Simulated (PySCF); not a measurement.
Cartesian coordinates in Å; atom numbers follow the order of the lines, from 1:
```xyz
12

Al    0.944    1.604    0.004
H     1.660    2.029   -1.348
H     0.962    2.437    1.356
N     0.047    0.061    0.004
C    -0.652   -0.457    1.155
C    -0.053   -0.803   -1.146
H    -1.734   -0.589    0.955
H    -0.553    0.224    2.015
H    -0.261   -1.446    1.464
H     0.493   -0.382   -2.004
H     0.367   -1.809   -0.944
H    -1.105   -0.953   -1.460
```

Geometry: PBE0-D3(BJ)/def2-SVP; GIAO absolute shieldings from PySCF 2.14.0 with density-fitted response routines, gas phase, non-relativistic, averaged over equivalent atoms.

At PBE/pcSseg-1 (pcSseg-2 on Al) (134 basis functions, 32 s wall time on 1 thread of an AMD EPYC, shared host):
```csv
atoms,σ (ppm)
Al1,340.6
H2/H3,26.58
H7/H8/H9/H10/H11/H12,28.24
N4,149.4
C5/C6,135.8
```

Question: Predict the values at B3LYP/pcSseg-1 (pcSseg-2 on Al) on the same geometry.

Answer: 
| atoms | σ at B3LYP/pcSseg-1 (pcSseg-2 on Al) | change |
| --- | --- | --- |
| Al1 | 347.6 | +7.0 |
| H2/H3 | 26.98 | +0.40 |
| H7/H8/H9/H10/H11/H12 | 28.53 | +0.29 |
| N4 | 160.4 | +11.0 |
| C5/C6 | 136.0 | +0.2 |

The largest change is at N4 (nitrogen bonded to 2 C, Al). Cost: 134 basis functions, 18 s wall time on 1 thread of an AMD EPYC, shared host.
